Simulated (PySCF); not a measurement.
**Two-component Hartree-Fock for Pd⁺ (palladium, charge +1)**

Start: [Kr] 4d8 5s1; 4d3/2 filled at m_j = -1/2, +1/2, +3/2; 4d5/2 filled at m_j = -3/2, -1/2, +1/2, +3/2, +5/2; 5s1/2 filled at m_j = +1/2. Calculated with PySCF 2.14 in x2c-TZVPall-2c (8s9p7d1f, 77 functions): generalised Hartree-Fock with the X2C-1e Hamiltonian and a Gaussian nucleus; one run each with spin-orbit coupling (SO) switched off, then screened by Boettger's factors. This is a chosen level, not necessarily the ground level.

| spinor shell | electrons | ε, spin-free (eV) | ε, screened SO (eV) | weight of nominal j (screened SO) | rms radius, screened SO (bohr) |
| --- | --- | --- | --- | --- | --- |
| 1s1/2 | 2 | -24491.7 | -24489.9 | 1.000 | 0.0365 |
| 2s1/2 | 2 | -3673.8 | -3673.2 | 1.000 | 0.150 |
| 2p1/2 | 2 | -3288.5 | -3398.8 | 1.000 | 0.130 |
| 2p3/2 | 4 | -3288.5 | -3237.3 | 1.000 | 0.135 |
| 3s1/2 | 2 | -711.76 | -711.58 | 1.000 | 0.403 |
| 3p1/2 | 2 | -581.88 | -601.79 | 1.000 | 0.399 |
| 3p3/2 | 4 | -581.88 | -572.53 | 1.000 | 0.410 |
| 3d3/2 | 4 | -375.99 | -379.55 | 0.997 | 0.387 |
| 3d5/2 | 6 | -375.99 | -373.41 | 0.998 | 0.390 |
| 4s1/2 | 2 | -121.05 | -120.99 | 1.000 | 1.01 |
| 4p1/2 | 2 | -81.198 | -85.792 | 0.948 | 1.10 |
| 4p3/2 | 4 | -81.198 | -78.959 | 0.974 | 1.12 |
| 4d5/2 | 5 | -25.000 | -24.897 | 0.617 | 1.51 |
| 4d3/2 | 3 | -25.000 | -25.199 | 0.646 | 1.51 |
| 5s1/2 | 1 | -15.253 | -15.251 | 1.000 | 3.07 |

| quantity | spin-free | screened SO |
| --- | --- | --- |
| E (hartree) | -5041.99902 | -5042.86505 |
| M_J | 9/2 | 9/2 |
| ⟨J²⟩ | 24.756 | 24.757 |
| ⟨L²⟩ | 12.006 | 12.055 |
| ⟨S²⟩ | 3.751 | 3.750 |

Each row is a mean over spinors that exchange with the open shell spreads, by up to 7.935 eV (4p3/2).

Rows whose weight is well below 1 are mixtures of j = l ± 1/2: exchange outweighs spin-orbit coupling there, and the label is only the starting occupation.

Breit and QED terms are absent; they matter most for the inner s and p1/2 levels.

Densities and radii are taken from the X2C orbitals without a picture-change correction, which distorts them close to the nucleus.

Without spin-orbit coupling the j labels of p, d and f shells carry no meaning; the spin-free column gives the mean over the occupied spinors of each nl shell.
